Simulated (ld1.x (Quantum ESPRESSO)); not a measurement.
What one change does to a pseudopotential (He (Z = 2), PAW)

| Item | Value |
| --- | --- |
| Element | He |
| Generator | ld1.x (Quantum ESPRESSO) 7.5 |
| Type | PAW |
| Functional | LDA (PZ) |
| Relativity | scalar-relativistic |
| Frozen core | none |
| Valence charge | 2 |
| Reference configuration | 1s2 |
| Partial waves | 1s (bound): rcut 0.35, rcutus 0.50 bohr; 1s channel at 3.9 Ry: rcut 0.35, rcutus 0.50 bohr; 2p channel at 0.05 Ry: rcut 0.40, rcutus 0.50 bohr |
| Local potential | all-electron potential smoothed inside 0.45 bohr (lloc = -1) |
| Core correction | none |
| Augmentation charge | BG, radius 0.35 bohr |

Change: type TM; waves now 1s (bound): rc 0.50 bohr; 2p channel at 0.05 Ry: rc 0.50 bohr; local potential the p channel.

Cutoffs: the cutoffs (Ry, on a coarse ladder) from which the occupation-weighted sum of valence levels, in a spherical-Bessel basis at the reference potential, stays within 10 and 1 mRy of its value at 400 Ry; they do not see the model core or the augmentation charge, which bear on the density cutoff. Errors are all-electron minus pseudo energies relative to the spin-unpolarised reference configuration.

Question: What does the change do?

Answer: The potential gets harder (120 Ry and 180 Ry → 160 Ry and 230 Ry); of the 4 tests that both files solve, the error grows in 3 and shrinks in 0 by more than 15 % and 0.3 meV (median size 0.3 → 1.2 meV); neither file shows a bound ghost. Several settings change at once here, so the effects cannot be laid on one of them.

```tsv
quantity	base	changed
cutoff, loose	120 Ry	160 Ry
cutoff, tight	180 Ry	230 Ry
bound ghosts	none	none
error for 1s1, meV [ΔE 26.49 eV]	-0.5	+1.8
error for 1s1.5, meV [ΔE 10.37 eV]	-0.2	0.0
error for 1s1 (spin-polarised), meV [ΔE 24.28 eV]	-0.4	-3.0
error for 1s1.5 (spin-polarised), meV [ΔE 10.02 eV]	-0.2	-0.7
s: phases at 0.55 bohr within 0.05 rad from the reference energy up to (Ry; the scan ends near 5)	to the end of the scan	to the end of the scan
p: phases at 0.55 bohr within 0.05 rad from the reference energy up to (Ry; the scan ends near 5)	to the end of the scan	to the end of the scan
```

Base: ld1.x warns that Blöchl-style (BG) augmentation functions are not a good idea.
